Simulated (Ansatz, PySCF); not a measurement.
Noncovalent pair: HF (SMILES F) (first 2 atoms) with HCl (SMILES Cl); geometry from B3LYP-D3(BJ)/def2-TZVP, rigid monomers moved along the line of their centres of mass till H2···Cl3 is 2.06 Å.
(charge 0, multiplicity 1):
```xyz
4

F     -0.0125    -0.0839    -0.1391
H      0.1544     0.1338     0.7509
Cl    -0.0217     0.4414     2.7818
H     -1.2363     0.0240     2.7630
```

Quantity: the interaction energy.

Interaction energies are E(AB) − E(A) − E(B) at the monomers' geometry in the complex; basis-set methods are counterpoise corrected.

Cores are frozen in the correlated methods. CBS: X⁻³ extrapolation of the correlation energy, Hartree–Fock from the larger set.

The values were computed with Ansatz (Gaussian basis) for Hartree–Fock, density functionals and correlated methods; PySCF for the dispersion terms. 

Costs are ratios of core time to PBE/def2-TZVPPD (roughly 1.1 s), for whole runs (searches for the state included, and forces where a run took them) on one shared machine, so rough; each difference counts from -2.20 kcal/mol (CCSD(T)/CBS(aug-cc-pV(T+d)Z, aug-cc-pV(Q+d)Z), a level with limits of its own).

A star marks coupled-cluster runs past 200 virtual orbitals, where the program's memory plan changes under this machine's limit, so their costs aren't comparable with smaller runs.

| level | basis functions | cost |
|---|---|---|
| PBE/def2-TZVPPD | 125 | ×1 |
| PBE-D3(BJ)/def2-TZVPPD | 125 | ×1 |
| PBE0/def2-TZVPPD | 125 | ×1 |
| B3LYP/def2-TZVPPD | 125 | ×1 |
| B3LYP-D3(BJ)/def2-TZVPPD | 125 | ×1 |
| r2SCAN/def2-TZVPPD | 125 | ×2 |
| r2SCAN-D3(BJ)/def2-TZVPPD | 125 | ×2 |
| CCSD(T)/aug-cc-pV(D+d)Z | 73 | ×2 |
| wB97X-V/def2-TZVPPD | 125 | ×3 |
| wB97M-V/def2-TZVPPD | 125 | ×4 |
| CCSD(T)/aug-cc-pV(T+d)Z | 147 | ×20 |
| CCSD(T)/aug-cc-pV(Q+d)Z | 261 | ×700* |

With a budget of 30 times the cost of PBE/def2-TZVPPD, which level comes closest?

wB97M-V/def2-TZVPPD, at -0.07 kcal/mol; next is wB97X-V/def2-TZVPPD at -0.17 kcal/mol.

With a budget of 100 times the cost of PBE/def2-TZVPPD, which level comes closest?

wB97M-V/def2-TZVPPD, at -0.07 kcal/mol; next is wB97X-V/def2-TZVPPD at -0.17 kcal/mol.

Each difference (kcal/mol): PBE/def2-TZVPPD -0.64; PBE-D3(BJ)/def2-TZVPPD -1.11; PBE0/def2-TZVPPD -0.38; B3LYP/def2-TZVPPD 0.32; B3LYP-D3(BJ)/def2-TZVPPD -0.48; r2SCAN/def2-TZVPPD -0.66; r2SCAN-D3(BJ)/def2-TZVPPD -0.79; CCSD(T)/aug-cc-pV(D+d)Z 1.37; wB97X-V/def2-TZVPPD -0.17; wB97M-V/def2-TZVPPD -0.07; CCSD(T)/aug-cc-pV(T+d)Z 0.43; CCSD(T)/aug-cc-pV(Q+d)Z 0.18.

Ansatz is a first-principles code.
